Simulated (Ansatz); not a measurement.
Correlation energies of `O/C=C/CI` by basis set

Cartesian coordinates in Å:
```
O -1.6002 1.7680 0.0495
C -0.4994 1.0408 -0.2098
C -0.1648 -0.1253 0.3426
C 1.0698 -0.8301 -0.0127
I 0.6926 -2.6368 -1.1901
H -2.1479 1.3072 0.6942
H 0.1258 1.5248 -0.9532
H -0.8234 -0.5909 1.0719
H 1.6129 -1.2203 0.8440
H 1.7346 -0.2375 -0.6363
```

The species carries charge 0 and has multiplicity 1. Correlated methods include outer-core shells of I, which these sets cover unevenly. I takes the def2 core potential. The structure was optimised at the PBE0-D4/def2-TZVP level. It is one conformer, not always the lowest. Frozen core, restricted reference, Ansatz 0.2.0.

```
     basis     HF (Eh)  MP2 corr.
  def2-SVP  -487.85625   -0.71099
def2-TZVPP  -488.09057   -1.23067
def2-QZVPP  -488.10052   -1.45253
```

Problem. Estimate the CCSD correlation energy and the (T) correction in each basis where they were run (hartree).

Solution. 
```csv
basis,CCSD corr.,(T)
def2-SVP,-0.75137,-0.02394
def2-TZVPP,-1.22458,-0.04399
```
